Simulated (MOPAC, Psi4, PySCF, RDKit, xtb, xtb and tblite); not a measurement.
Two geometries of SMILES SC[SiH2][SeH] (CH6SSeSi), relaxed at GFN2-xTB with one dihedral held; other torsions can differ between them too.

Structure A

```
10

S      0.8913     3.3904     1.3164
C      1.4086     1.9900     0.2625
Si    -0.0722     0.8897    -0.2185
Se    -0.4672     1.4300    -2.4069
H      0.0917     3.9646     0.4188
H      1.9361     2.3965    -0.6002
H      2.1243     1.4426     0.8705
H     -1.2526     1.2167     0.5754
H      0.2760    -0.5266    -0.1301
H     -1.6055     0.5776    -2.5629
```

Structure B

```
10

S      2.6065     2.1890    -0.8412
C      0.9164     1.8845    -1.4687
Si    -0.1170     0.9137    -0.1990
Se    -0.6422     2.4449     1.4217
H      2.2383     2.8684     0.2464
H      0.4782     2.8443    -1.7385
H      1.0576     1.3064    -2.3778
H      0.6791    -0.1573     0.3906
H     -1.3567     0.4375    -0.8087
H     -1.4827     1.5672     2.1746
```

**Question.** Which is lower in energy at the level DF-MP2 (frozen core)/cc-pVTZ // GFN2-xTB (Psi4), and by how much?

**Answer.** B is lower, by 1.71 kcal/mol (dihedral S1–C2–Si3–Se4: 105° in A, 75° in B).

E(B) − E(A) in kcal/mol at the other levels, on the same two geometries: GFN2-xTB (xtb and tblite) -0.48; PBE/def2-TZVP // GFN2-xTB (Psi4) -1.19; PBE-D3(BJ)/def2-TZVP // GFN2-xTB (Psi4) -1.37; HF/cc-pVTZ // GFN2-xTB (Psi4) -1.03; UFF // GFN2-xTB (RDKit) -1.52; PM6, restricted, heats of formation // GFN2-xTB (MOPAC) 0.49; PM7, restricted, heats of formation // GFN2-xTB (MOPAC) 0.20; GFN1-xTB // GFN2-xTB (xtb) -1.14; restricted B3LYP/6-31G*, spherical d, density fitting // GFN2-xTB (PySCF) -0.87; restricted Hartree-Fock/3-21G // GFN2-xTB (PySCF) -1.04; restricted M06-2X/6-31G*, spherical d, density fitting // GFN2-xTB (PySCF) -1.25.
